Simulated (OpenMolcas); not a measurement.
An OpenMolcas run meant for La+ (ANO-R1, X2C; inactive shells 1s 2s 2p 3s 3p 3d 4s 4p 4d 5s 5p; intended active space 2 electrons in 6 orbitals (5d 6s)). One step of its input:

```
&CASPT2
Multistate=15 1 2 3 4 5 6 7 8 9 10 11 12 13 14 15
Frozen=14 9
IPEA=0.25
Imaginary=3.0
MaxIter=60
WThr=0.0 0.3 0.05
PrWF=0.5
NoMix
```

The run finished. Its levels beside those of a sound run (MS-CASPT2, IPEA 0.25 Eh, imaginary shift 0.1 Eh (closed shells correlated: 5s 5p)), in cm-1 above each run's lowest level:

```tsv
Level	This run	Usual run
5d2 3F2 [75 %]	0.0	0.0
5d2 3F3	1052	1165
5d2 1D2 [65 %]	1801	1304
5d 6s 3D1	2160	1961
5d2 3F4	2078	2187
5d 6s 3D2	2844	2612
5d 6s 3D3	3488	3289
5d2 3P0	6631	6193
5d2 3P1	7082	6716
5d2 3P2	7639	7238
6s2 1S0	10091	8070
5d2 1G4	9788	8936
5d 6s 1D2	14132	11634
5d2 1S0	25914	20338
```

Question: Which setting is unsound, and how much does it matter here?

Answer: The level shift is far above the usual 0.1 to 0.3 hartree and damps the second-order energy. Against the sound run the excited levels shown move by 1000 cm-1 on average and by 5600 cm-1 at most.

Term energies are means over components that CASPT2 splits; among the terms shown or strongly mixed into the levels shown the widest spread is 480 cm-1 (5d2 1G, the sound run). Configurations are named by rounded mean occupations; where the s occupation lies near a half they are strongly mixed, a name can repeat and a true partner stay unpaired. A single d shell beside an s shell can misplace configurations of different d count against each other. Some terms miss by over 15 % even with CASPT2, which points to a basis or an active space too small for the shells correlated. The CASPT2 spread within a term exceeds the gap to the next term for 5d2 1D and 5d2 3F, so the order of their levels is uncertain, and so are names and mixing where such terms share a J (holds for the sound run). Levels of configurations outside the active space are missing.

A share in square brackets marks a mixed level and gives the weight of the term that names it, the lowest over the columns.
